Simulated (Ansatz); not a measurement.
Start from `C#[C][Al]([NH2])[F]` and change one atom or group to get `C#[C][Al]([CH3])[F]`.

Ansatz, PBE0-D4/def2-TZVP geometries, multiplicity 1. Each molecule was computed in one conformer, which needn't be the lowest.

| property | `C#[C][Al]([NH2])[F]` |
| --- | --- |
| size of the dipole moment (B3LYP/def2-TZVPP) / D | 2.21 |
| HOMO–LUMO gap (ωB97M-V/def2-TZVPP) / eV | 11.27 |
| HOMO energy (PBE0/def2-TZVPP) / eV | -7.77 |
| HOMO–LUMO gap (B3LYP/def2-TZVPP) / eV | 6.59 |
| HOMO energy (ωB97M-V/def2-TZVPP) / eV | -10.15 |
| HOMO–LUMO gap (PBE0/def2-TZVPP) / eV | 7.06 |

**Question.** Give the same properties after the change, and the shifts. (Estimate.)

**Answer.** Computed: 
| property | `C#[C][Al]([CH3])[F]` | shift |
| --- | --- | --- |
| size of the dipole moment (B3LYP/def2-TZVPP) / D | 1.94 | -0.27 |
| HOMO–LUMO gap (ωB97M-V/def2-TZVPP) / eV | 11.16 | -0.11 |
| HOMO energy (PBE0/def2-TZVPP) / eV | -8.32 | -0.55 |
| HOMO–LUMO gap (B3LYP/def2-TZVPP) / eV | 6.66 | 0.07 |
| HOMO energy (ωB97M-V/def2-TZVPP) / eV | -10.58 | -0.43 |
| HOMO–LUMO gap (PBE0/def2-TZVPP) / eV | 7.15 | 0.09 |

With PBE0 the HOMO falls by 0.55 eV and the LUMO falls by 0.46 eV, so the gap widens by about 0.09 eV. PBE moves the HOMO by -0.72 eV and ωB97M-V by -0.43 eV. Dipoles are sizes alone; their direction can turn.

B3LYP here is the variant with VWN-RPA as its local correlation; programs differ in this.
